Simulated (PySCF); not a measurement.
**Electron correlation in Zn²⁺ (zinc, charge +2)**

[Ar] 3d10, closed-shell 1S. Calculation: PySCF 2.14, in cc-pVDZ-PP with ECP10MDF (4s4p3d1f, 38 functions); scalar relativity through the core potential. Frozen: 3s2 3p6; 10 electrons correlated.

Total MP2 correlation energy: -358.81 mhartree.

Same-spin part -132.78 and opposite-spin part -226.03 mhartree; SCS-MP2 scales them by 1/3 and 6/5 to -315.50 mhartree.

```
  level  correlation energy (mhartree)
   CCSD                        -325.27
    (T)                          -4.64
CCSD(T)                        -329.91
```

Diagnostics: T1 = 0.0063, D1 = 0.0090, largest double amplitude 0.020.

Problem. Is a single reference adequate?

Solution. Yes: T1 lies below 0.03 and no double amplitude reaches 0.07.
